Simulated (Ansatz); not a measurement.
Calculated with Ansatz (gas phase, PBE0-D4/def2-TZVP geometries, no zero-point term in ΔE). CBS: MP2 limit from def2 TZ/QZ plus the TZ coupled-cluster correction, frozen cores. This one scheme is used for every species. DFT in def2-TZVPP. One conformer a species, not always the lowest.

Consider the ligand exchange at the Si–O bond: `C[SiH](O)F` + HCl → `C[SiH](F)Cl` + H₂O.

```
  level  ΔE (kJ/mol)
 PBE-D4         -2.7
ωB97X-V          3.8
```

(1) What does CCSD(T)/CBS give? (An estimate is asked.)

(2) What do rigid-rotor, harmonic-oscillator terms from PBE0-D4/def2-TZVP frequencies (298.15 K, 1 bar) make of the CCSD(T)/CBS value? (Best estimate.)

Largest T1 diagnostic among the species: 0.011.

Answers

(1) Ansatz gave: +1.9 kJ/mol. The listed levels differ from it by -4.6, 1.9 kJ/mol.

(2) The calculation gave: ΔZPE = +5.8 kJ/mol, ΔH = +8.3 kJ/mol, ΔS = 5 J/(mol·K), ΔG = +6.7 kJ/mol.

At CCSD(T), def2-SVP lies +5.3 kJ/mol from the extrapolated value and def2-TZVPP +5.5 kJ/mol. In def2-TZVPP, CCSD(T) changes the Hartree–Fock value by −3.8 kJ/mol (the triples alone add −1.3 kJ/mol) and MP2 by −7.9 kJ/mol.
